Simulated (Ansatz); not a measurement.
`[GeH3][AsH][SbH2]` → As• + Ge• + 6 H• + Sb•  (atomization)

Computed with Ansatz on PBE0-D4/def2-TZVP structures; ΔE is electronic, products minus reactants. CCSD(T)/CBS adds triple-zeta CCSD(T) − MP2 to the extrapolated MP2 energy (def2 sets, frozen cores). This one scheme is used for every species, atoms too. DFT in def2-TZVPP. No spin–orbit coupling; open shells (•) take unrestricted orbitals. Spin–orbit coupling would lower the free atoms: clearly for Ge. Elements past krypton have def2 core potentials. Bonds to As, Ge, Sb are less sure, by a few kJ/mol each and by 10 to 20 or more in all where they break to atoms, as the def2 sets lack core-valence functions. Scalar relativity is left out up to krypton.

| level | ΔE (eV) |
| --- | --- |
| r2SCAN | 22.04 |
| HF/def2-SVP | 14.35 |
| MP2/def2-SVP | 19.39 |
| MP2/CBS(def2) | 21.52 |

Question: What does CCSD(T)/CBS give? (Best estimate.)

Answer: Ansatz gave: +22.26 eV. The listed levels differ from it by -0.22, -7.91, -2.87, -0.74 eV.

Largest T1 diagnostic among the species: 0.012.

The D4 term adds +0.42 eV with B3LYP and +0.22 eV with PBE0; it sums over pairs of atoms, weighted by their polarisabilities, and B3LYP, whose exchange is more repulsive, gets the larger term. In def2-TZVPP, CCSD(T) changes the Hartree–Fock value by +7.06 eV (the triples alone add +0.36 eV) and MP2 by +6.33 eV; breaking electron pairs costs correlation energy, which Hartree–Fock lacks. Leaving LDA and LC-ωPBE aside and taking each functional with its dispersion term where it has one, the values, not all of them listed here, spread over 1.09 eV, from PBE-QIDH to B97M-V. LDA lies +3.69 eV from PBE without D4, its usual overbinding.

B3LYP here is the variant with VWN-RPA as its local correlation; programs differ in this.

For atomizations the MP2-based limit and the directly extrapolated one differ by several kJ/mol either way, and by 10 to 25 for some Ge, Se and Sn compounds, so smaller differences from it don't rank the levels.
